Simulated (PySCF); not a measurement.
Cl2H3NOZr, multiplicity 1. Atoms are numbered in the order given.

```xyz
8

Zr    -0.0344     0.2699     0.0000
Cl     0.0014    -1.1195     1.9310
Cl     0.0014    -1.1195    -1.9310
O     -1.4946     1.4997     0.0000
H     -2.3750     1.9025     0.0000
N      1.6283     1.4123     0.0000
H      1.6733     2.4378     0.0000
H      2.5876     1.0427     0.0000
```

Geometry optimised at PBE-D3(BJ)/def2-SVP. The spin state was assumed, not searched. The structure was generated by enumeration; whether it is a known compound was not checked. The def2 effective core potentials stand for the cores of Zr; spin–orbit coupling is left out. One conformer was computed; it need not be the lowest.

Level of theory: PBE-D3(BJ)/def2-SVP (PySCF).

Frequencies are harmonic and unscaled.

```json
[
 {"mode": "1", "ν (cm⁻¹)": "96", "IR (km/mol)": "2.0", "moving atoms (share of kinetic energy)": "Cl 81 %, Zr 15 %"},
 {"mode": "2", "ν (cm⁻¹)": "100", "IR (km/mol)": "0.0", "moving atoms (share of kinetic energy)": "O 46 %, H 24 %, Cl 21 %"},
 {"mode": "3", "ν (cm⁻¹)": "117", "IR (km/mol)": "3.0", "moving atoms (share of kinetic energy)": "Cl 31 %, Zr 29 %, N 15 %, O 14 %, H 12 %"},
 {"mode": "4", "ν (cm⁻¹)": "136", "IR (km/mol)": "1.4", "moving atoms (share of kinetic energy)": "N 47 %, Cl 23 %, H 19 %, Zr 9 %"},
 {"mode": "5", "ν (cm⁻¹)": "162", "IR (km/mol)": "3.8", "moving atoms (share of kinetic energy)": "O 34 %, N 28 %, H 28 %"},
 {"mode": "6", "ν (cm⁻¹)": "251", "IR (km/mol)": "38.1", "moving atoms (share of kinetic energy)": "H 93 %"},
 {"mode": "7", "ν (cm⁻¹)": "267", "IR (km/mol)": "114.7", "moving atoms (share of kinetic energy)": "H 77 %, O 22 %"},
 {"mode": "8", "ν (cm⁻¹)": "334", "IR (km/mol)": "120.7", "moving atoms (share of kinetic energy)": "H 80 %, O 17 %"},
 {"mode": "9", "ν (cm⁻¹)": "366", "IR (km/mol)": "32.6", "moving atoms (share of kinetic energy)": "Cl 75 %, Zr 17 %"},
 {"mode": "10", "ν (cm⁻¹)": "396", "IR (km/mol)": "42.3", "moving atoms (share of kinetic energy)": "Cl 58 %, Zr 36 %"},
 {"mode": "11", "ν (cm⁻¹)": "463", "IR (km/mol)": "36.9", "moving atoms (share of kinetic energy)": "H 72 %, N 20 %"},
 {"mode": "12", "ν (cm⁻¹)": "466", "IR (km/mol)": "263.9", "moving atoms (share of kinetic energy)": "H 74 %, N 23 %"},
 {"mode": "13", "ν (cm⁻¹)": "652", "IR (km/mol)": "110.7", "moving atoms (share of kinetic energy)": "N 70 %, Zr 17 %, H 13 %"},
 {"mode": "14", "ν (cm⁻¹)": "733", "IR (km/mol)": "131.1", "moving atoms (share of kinetic energy)": "O 76 %, Zr 18 %"},
 {"mode": "15", "ν (cm⁻¹)": "1443", "IR (km/mol)": "28.3", "moving atoms (share of kinetic energy)": "H 89 %, N 11 %"},
 {"mode": "16", "ν (cm⁻¹)": "3446", "IR (km/mol)": "70.4", "moving atoms (share of kinetic energy)": "H 96 %"},
 {"mode": "17", "ν (cm⁻¹)": "3541", "IR (km/mol)": "27.9", "moving atoms (share of kinetic energy)": "H 92 %, N 8 %"},
 {"mode": "18", "ν (cm⁻¹)": "3848", "IR (km/mol)": "309.1", "moving atoms (share of kinetic energy)": "H 94 %"}
]
```
